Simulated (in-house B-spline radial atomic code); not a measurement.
Configurations of the barium ion Ba³⁺, with energies counted from [Kr] 4d10 5s2 5p5. Level of theory: scalar-relativistic (X2C) LC-wPBE, spin-polarised, spherical fractional occupations, exact exchange averaged over the configuration, Fermi nucleus of rms radius 4.8378 fm; calculated with an all-electron radial atomic-structure program (B-spline basis). Shells without spins written out take the highest spin.

Occupations are held fixed; configurations that lie above the ionisation limit could autoionise.

```
        configuration  E - E(ref) (eV)  highest orbital  its <r> (bohr)
[Kr] 4d10 4f1 5s2 5p4           19.445            4f up           1.373
[Kr] 4d10 5s2 5p4 6d1           32.943            6d up            5.17
[Kr] 4d10 5s1 5p5 6s1           39.509            6s up           3.417
 [Kr] 4d9 5s2 5p5 5d1           96.166            5d up           2.321
 [Kr] 4d9 5s2 5p5 6p1           105.27            6p up           3.935
```

**Question.** Order these further configurations by energy, lowest first.
A. [Ar] 3d9 4s2 4p6 4d10 5s2 5p5 5f1
B. [Ar] 3d9 4s2 4p6 4d10 5s2 5p5 6s1
C. [Kr] 4d10 5s2 5p4 6f1
D. [Kr] 4d10 4f1 5s1 5p5
E. [Kr] 4d9 4f1 5s2 5p5

**Answer.** D (35.327 eV), C (38.673 eV), E (92.467 eV), B (791.75 eV), A (802.98 eV).
